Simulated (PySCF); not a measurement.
A structure optimised at TPSSh-D3(BJ)/def2-SVP, used in a PySCF frequency run:

```
Si
N 1 1.7183
H 2 1.0179 1 119.84
H 2 1.0180 3 110.74 1 -145.64
H 1 1.4801 2 107.06 3 44.00
C 1 1.8529 5 114.54 2 -120.58
C 6 1.3370 1 123.45 5 -113.43
F 7 1.3369 6 122.78 1 -179.93
H 7 1.0943 8 112.04 6 -179.84
H 6 1.0969 7 117.41 9 179.94
Cl 1 2.1079 5 105.30 2 122.77
```
Charge 0, spin multiplicity 1.

Q: Write its SMILES and formula.

A: N[Si@H](Cl)/C=C/F, C₂H₅ClFNSi

Q: What are its rotational constants (standard atomic weights)?

A: 3.1199, 1.3132, 0.98634 GHz
